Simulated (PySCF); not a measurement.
WO₃, SMILES [O]=[W](=[O])=[O], multiplicity 1.

Geometry: PBE-D3(BJ)/def2-TZVP. A frequency run showed that this geometry is not a minimum. The multiplicity is an assumed one; other spin states were not compared. The isomer is the one that the SMILES or the coordinates give; other isomers of the formula were not compared. The def2 effective core potentials stand for the cores of W; spin–orbit coupling is left out.

Method: PBE/def2-TZVPD run with PySCF.

Symmetry labels are those of the subgroup C2v that the program uses (full group D3h).

**Question.** List the valence orbital energies around the gap with their symmetry. (The exact figures need the calculation; the answer reports its results.)

**Answer.** 
| orbital | symmetry | energy (eV) |
|---|---|---|
| HOMO−7 | B1 | -10.73 |
| HOMO−6 | A2 | -10.26 |
| HOMO−5 | B2 | -10.26 |
| HOMO−4 | A1 | -10.03 |
| HOMO−3 | B2 | -8.60 |
| HOMO−2 | B1 | -7.79 |
| HOMO−1 | A1 | -7.79 |
| HOMO | B1 | -7.78 |
| LUMO | A1 | -6.81 |
| LUMO+1 | B2 | -3.67 |
| LUMO+2 | A2 | -3.67 |
| LUMO+3 | B2 | -0.79 |
